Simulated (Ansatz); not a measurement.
FGeH4Sn, SMILES `[F][SnH][GeH3]` radical at its PBE0-D4/def2-TZVP geometry, where that method's forces vanish. Charge 0, multiplicity 2. Sn takes the def2 core potential.

```tsv
atom	x (Å)	y (Å)	z (Å)
F1	2.608	0.130	-0.304
Sn2	1.187	0.272	1.009
Ge3	-0.952	-0.477	-0.342
H4	1.249	1.958	1.406
H5	-1.124	0.392	-1.598
H6	-0.788	-1.950	-0.740
H7	-2.181	-0.326	0.569
```

For each bond, give half the difference of the two atoms' forces along it (eV/Å; positive pushes the atoms apart) under PBE-D4, r2SCAN-D4, B3LYP-D4, ωB97M-V in def2-TZVPP. (Estimate.)

Computed: 
```
   bond  length (Å)  PBE-D4  r2SCAN-D4  B3LYP-D4  ωB97M-V
 F1–Sn2       1.940    0.53       0.09      0.33     0.06
Sn2–Ge3       2.639   -0.01       0.00      0.14    -0.04
 Sn2–H4       1.733    0.16       0.02      0.05    -0.11
 Ge3–H5       1.537    0.08      -0.03     -0.02    -0.07
 Ge3–H6       1.534    0.08      -0.04     -0.02    -0.06
 Ge3–H7       1.537    0.08      -0.04     -0.01    -0.06
```

B3LYP here is the variant with VWN-RPA as its local correlation; programs differ in this.
